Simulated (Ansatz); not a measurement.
Ansatz (a program for electronic structure) input for H7NSi2, SMILES [SiH3]N[SiH3], PBE/def2-SVPD. Geometry: PBE-D3(BJ)/def2-SVP.

Ansatz 0.2 input:
```yaml
crystal:
  periodic: [false, false, false]
  atoms:
    - {symbol: Si, position_ang: [0.00185313, -0.13499308, 1.58088893]}
    - {symbol: N, position_ang: [-0.01771734, 0.62396061, 0.00000000]}
    - {symbol: Si, position_ang: [0.00185313, -0.13499308, -1.58088894]}
    - {symbol: H, position_ang: [-0.92236042, 0.59631187, 2.51953389]}
    - {symbol: H, position_ang: [-0.46251064, -1.55197450, 1.39888193]}
    - {symbol: H, position_ang: [1.36513064, -0.15911370, 2.22976563]}
    - {symbol: H, position_ang: [0.11161459, 1.64163463, 0.00000000]}
    - {symbol: H, position_ang: [1.36513064, -0.15911369, -2.22976562]}
    - {symbol: H, position_ang: [-0.92236041, 0.59631187, -2.51953389]}
    - {symbol: H, position_ang: [-0.46251063, -1.55197450, -1.39888193]}
basis:
  gaussian:
    orbitals: def2-SVPD
hamiltonian:
  xc: {name: PBE}
```

Output:

```
WARN ansatz: RAYON_NUM_THREADS=1 ignored (pool sized by the plan → 1); use --threads N
Functional definition: PBE
integrals: 0.05 GiB planned
1079 factors; their error is unknown
mean field: 0.37 GiB planned
mean field evaluation 1: about -17336.2803 eV, gradient 5.9e1 eV
mean field evaluation 2: about -17306.8759 eV, gradient 1.2e2 eV
mean field evaluation 4: about -17343.6120 eV, gradient 3.2e0 eV
mean field evaluation 8: about -17343.6551 eV, gradient 2.1e-2 eV
mean field evaluation 16: about -17343.6281 eV, gradient 7.2e-5 eV
mean field -17343.62807424 eV, -637.3665757951 hartree, gradient 7.2e-5 eV, S^2 0.000000; 0 other end points of the search recorded, 0 dependent functions left out
reference -17343.62812260 eV, -637.3665775722 hartree; 21, 21 occupied and 103, 103 virtual orbitals, 1079 factors
Total energy: -17343.62812260 eV, -637.3665775722 hartree
```

The run converged.
